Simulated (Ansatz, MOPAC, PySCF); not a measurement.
Torsion S1–Te2–Ge3–H5 in GeH4STe (SMILES S[Te][GeH3]); at each angle all else is relaxed with GFN2-xTB, and the levels are single points there.
Geometry at 60° (charge 0, multiplicity 1):
```
atom    x (Å)    y (Å)    z (Å)
----  -------  -------  -------
S      2.4582   0.4721   0.0742
Te     0.9853  -1.1658   1.0252
Ge    -1.1447   0.0128   0.3410
H      2.6187  -0.0866  -1.1181
H     -1.2847   0.1984  -1.1430
H     -2.3138  -0.8115   0.7809
H     -1.3218   1.3758   0.9394
```

On the grid 0° to 120°, 0° is the highest and 60° the lowest point at MP2/CBS(def2-TZVPP, def2-QZVPP) + ΔCCSD(T)/def2-TZVPP.

The state that AM1 reach isn't checked.

Run with Ansatz (Gaussian orbitals); MOPAC for AM1 (differences of heats of formation); PySCF for the dispersion terms. Values without a source in brackets are computed. In def2 rows elements past Kr take small-core potentials, without spin–orbit coupling.

### Question
One of these levels gives 5.3 kJ/mol for the energy at 0° less that at 60°. Which?
A) AM1
B) PBE0-D4/def2-TZVPP
C) HF/def2-TZVPP

### Answer
C, HF/def2-TZVPP. The others give 0.5 (AM1), 3.9 (PBE0-D4/def2-TZVPP)

Ansatz is a program for electronic structure.
